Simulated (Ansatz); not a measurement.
`[SiH3][GaH][Cl]` + `BO[SiH2]S` → `BO[SiH2]S[SiH3]` + `[Cl][GaH2]`  (cleavage of the Si–Ga bond)

Calculated with Ansatz (gas phase, PBE0-D4/def2-TZVP geometries, no zero-point term in ΔE). CCSD(T)/CBS is the MP2 limit (def2-TZVPP, def2-QZVPP) plus CCSD(T) − MP2 in def2-TZVPP, frozen cores. For Ga outer-core shells are correlated without core-valence functions, which leaves a few kJ/mol of doubt a bond. Scalar relativity is left out up to krypton. Each species was taken in one conformer, which may not be the lowest.

`[SiH3][GaH][Cl]`:

Cartesian coordinates in Å:
```
Si 0.147 -1.010 0.399
Ga -0.426 1.200 -0.355
Cl 1.125 2.145 -1.526
H 1.371 -0.936 1.239
H 0.427 -1.870 -0.782
H -0.949 -1.625 1.195
H -1.695 2.095 -0.171
```

`BO[SiH2]S`:

Z-matrix (Å, degrees):
```
Si
O 1 1.655
S 1 2.122 2 112.0
H 1 1.478 2 105.8 3 120.8
H 1 1.481 2 110.3 3 -117.0
B 2 1.349 1 131.3 3 98.3
H 3 1.344 1 94.4 2 70.8
H 6 1.203 2 120.0 1 2.8
H 6 1.198 2 118.0 1 -177.7
```

`BO[SiH2]S[SiH3]`:

Z-matrix (Å, degrees):
```
Si
O 1 1.649
S 1 2.124 2 113.8
H 1 1.481 2 106.5 3 -121.8
H 1 1.478 2 107.4 3 118.0
B 2 1.347 1 137.3 3 5.9
Si 3 2.143 1 97.2 2 -79.0
H 6 1.199 2 117.6 1 179.2
H 6 1.201 2 120.4 1 -0.8
H 7 1.482 3 107.0 1 154.7
H 7 1.485 3 110.1 1 35.1
H 7 1.484 3 110.6 1 -85.5
```

`[Cl][GaH2]`:

Z-matrix (Å, degrees):
```
Ga
Cl 1 2.149
H 1 1.556 2 115.2
H 1 1.556 2 115.2 3 -180.0
```

| species | MP2/def2-TZVPP energy (Eh) |
| --- | --- |
| `[SiH3][GaH][Cl]` | -2674.62771 |
| `BO[SiH2]S` | -789.73829 |
| `BO[SiH2]S[SiH3]` | -1079.99344 |
| `[Cl][GaH2]` | -2384.39056 |

Task: Work out ΔE.

Result: ΔE = (-1079.99344) + (-2384.39056) − (-2674.62771) − (-789.73829) = -0.01800 Eh = -47.3 kJ/mol. CCSD(T)/CBS gives -40.3 kJ/mol.

Largest T1 diagnostic among the species: 0.013.

From PBE to PBE0 (25 % exact exchange), in def2-TZVPP and without D4, ΔE moves by −5.2 kJ/mol. The D4 term adds −8.5 kJ/mol with B3LYP and −4.6 kJ/mol with PBE0; it sums over pairs of atoms, weighted by their polarisabilities, and B3LYP, whose exchange is more repulsive, gets the larger term.

B3LYP here is the variant with VWN-RPA as its local correlation; programs differ in this.
